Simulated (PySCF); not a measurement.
C₄H₄.

```xyz
8

C      0.0000     0.0000     1.9575
C      0.0000     0.0000     0.6371
C      0.0000     0.0000    -0.6371
C      0.0000     0.0000    -1.9575
H      0.0000    -0.9353     2.5286
H      0.0000     0.9353     2.5286
H      0.0000    -0.9353    -2.5286
H      0.0000     0.9353    -2.5286
```

Geometry optimised at B3LYP-D3(BJ)/def2-SVP.

All values below come from PBE/pcSseg-1 (PySCF). Non-relativistic, no solvent.

Computed absolute GIAO shielding of each atom: isotropic value and principal components (ppm):
```json
[
 {"atom": "C1", "σ(iso)": "77.0", "σ11": "11.4", "σ22": "57.1", "σ33": "162.4", "span": "151.0"},
 {"atom": "C2", "σ(iso)": "-6.5", "σ11": "-32.6", "σ22": "-2.7", "σ33": "15.7", "span": "48.3"},
 {"atom": "C3", "σ(iso)": "-6.5", "σ11": "-32.6", "σ22": "-2.7", "σ33": "15.7", "span": "48.3"},
 {"atom": "C4", "σ(iso)": "77.0", "σ11": "11.4", "σ22": "57.1", "σ33": "162.4", "span": "151.0"},
 {"atom": "H5", "σ(iso)": "25.5", "σ11": "24.2", "σ22": "24.9", "σ33": "27.5", "span": "3.3"},
 {"atom": "H6", "σ(iso)": "25.5", "σ11": "24.2", "σ22": "24.9", "σ33": "27.5", "span": "3.3"},
 {"atom": "H7", "σ(iso)": "25.5", "σ11": "24.2", "σ22": "24.9", "σ33": "27.5", "span": "3.3"},
 {"atom": "H8", "σ(iso)": "25.5", "σ11": "24.2", "σ22": "24.9", "σ33": "27.5", "span": "3.3"}
]
```
